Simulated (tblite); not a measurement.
Task: Give a GFN2-xTB geometry of InChI=1S/C4H7FN2Si/c1-3-4(5)2-6-7(3)8/h2H,1,8H3.

Result: 
```xyz
15
C4H7FN2Si angstrom
C      0.1115    1.8107    0.1291
C     -0.4946    0.4654   -0.0185
C     -1.8065    0.0799   -0.1712
F     -2.8775    0.8909   -0.2214
C     -1.8002   -1.3207   -0.2634
N     -0.5667   -1.7585   -0.1727
N      0.2301   -0.6839   -0.0237
Si     1.9629   -0.9491    0.1260
H      0.8173    2.0035   -0.6782
H     -0.6708    2.5649    0.1031
H      0.6471    1.8879    1.0747
H     -2.6251   -1.9923   -0.3881
H      2.0958   -2.3917    0.0471
H      2.6010   -0.2238   -0.9751
H      2.3713   -0.3752    1.4103
```

Orientation and origin are arbitrary. Atoms count from 1 in this order. The 3 C–C bonds span 1.376 Å (C2–C3, aromatic) to 1.483 Å (C1–C2, drawn single), a spread of 0.107 Å. Of the pairs four or more bonds apart, Si8···H9 is among the closest relative to their van der Waals radii: 3.27 Å, 99 % of the sum of Bondi's values. N7 (pyrrole-type nitrogen) is planar (angles 130.7°, 118.2° and 111.1°, sum 360.0°, 0.00 Å off the plane of its three neighbours). The 5-membered ring C2–C3–C5–N6–N7 has internal angles of 105.7° to 111.1°; it is planar, 0.00 Å rms from its mean plane, widest ring torsion 0°.

Bonds between heavy atoms (Å): C1–C2 1.483, C2–C3 1.376, C3–F4 1.344, C3–C5 1.404, C5–N6 1.312, N6–N7 1.346, N7–Si8 1.759, C2–N7 1.359.

Structure optimised with GFN2-xTB, isolated species.

Point group: Cs (every atom within 0.08 Å of its image). Its GFN2-xTB frequencies are all real (lowest 57 cm⁻¹).

The numbers are calculated, not measured.
